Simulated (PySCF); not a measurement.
**Hf⁺: excitation energy**

Hf⁺ [Xe] 4f14 5d1 6s2 (2D) → Hf⁺ [Xe] 4f14 5d3 (4F), as a difference of total energies. All numbers are calculated (PySCF 2.14, a scalar-relativistic core potential, in aug-cc-pwCVTZ-PP with ECP60MDF). The calculations carry no spin-orbit coupling.

| method | excitation energy (cm⁻¹) |
| --- | --- |
| LDA | 17066 |
| wB97X-V | 16387 |
| M06-L | 14002 |
